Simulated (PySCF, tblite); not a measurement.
Isomers of C6H7N2 (doublet state). All values are computed: GFN2-xTB (tblite) harmonic vibrations without scaling, gas phase. Errors from tens to a few hundred cm⁻¹ against measured bands are possible. One conformer each. Open shells enter through the occupations alone, without spin polarisation, and single modes of such species can be off by tens of per cent.

Electronic energies: B3LYP/pcH-1 single points on the GFN2-xTB geometries (PySCF, gas phase).

```tsv
SMILES	electronic energy, lowest = 0 (kJ/mol)
[CH2]C(=C)/N=C\CC#N	0.0
[H]/N=C(\N=C)C([CH2])=C=C	106.0
[H]/N=C1\C[C@@H]2[CH][C@H]1N=C2	70.8
```

**Question.** How do GFN2-xTB zero-point energies change the relative energies?

**Answer.** 
```
                         SMILES  ZPE (kJ/mol)  of it from modes above 1550 cm⁻¹  electronic (kJ/mol)  with ZPE, lowest = 0 (kJ/mol)  lowest mode (cm⁻¹)  rings
            [CH2]C(=C)/N=C\CC#N         293.4                             153.8                  0.0                            0.0                  36      0
[H]/N=C1\C[C@@H]2[CH][C@H]1N=C2         306.7                             150.0                 70.8                           84.1                  99      2
      [H]/N=C(\N=C)C([CH2])=C=C         287.4                             161.5                106.0                          100.0                  15      0
```

The zero-point energies span 19.3 kJ/mol, from `[H]/N=C(\N=C)C([CH2])=C=C` to `[H]/N=C1\C[C@@H]2[CH][C@H]1N=C2`. The order is unchanged.

**Question.** And how do the electronic energies of GFN2-xTB itself compare?

**Answer.** `[CH2]C(=C)/N=C\CC#N` 50.6; `[H]/N=C1\C[C@@H]2[CH][C@H]1N=C2` 0.0; `[H]/N=C(\N=C)C([CH2])=C=C` 131.5 kJ/mol, lowest = 0. Against the energies above, taken from the same isomer `[CH2]C(=C)/N=C\CC#N`, the largest difference is 121.4 kJ/mol.
